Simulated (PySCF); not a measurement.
Correlation energy of K- (potassium, charge -1)

[Ar] 4s2, closed-shell 1S. Calculation: PySCF 2.14, in aug-cc-pVTZ-X2C (7s6p4d2f, 59 functions); scalar relativity by spin-free X2C-1e. Frozen: [Ar]; 2 electrons correlated.

With two correlated electrons CCSD is exact within the correlated space (frozen core and kept virtual orbitals).

| level | correlation energy (mhartree) |
| --- | --- |
| CCSD | -21.15 |

Diagnostics: T1 = 0.050, D1 = 0.0704, largest double amplitude 0.125.

T1 exceeds 0.03, a sign that the reference determinant is poor.

Cost of the coupled-cluster step: of the order of 0.5 core-seconds, for 2 correlated electrons.
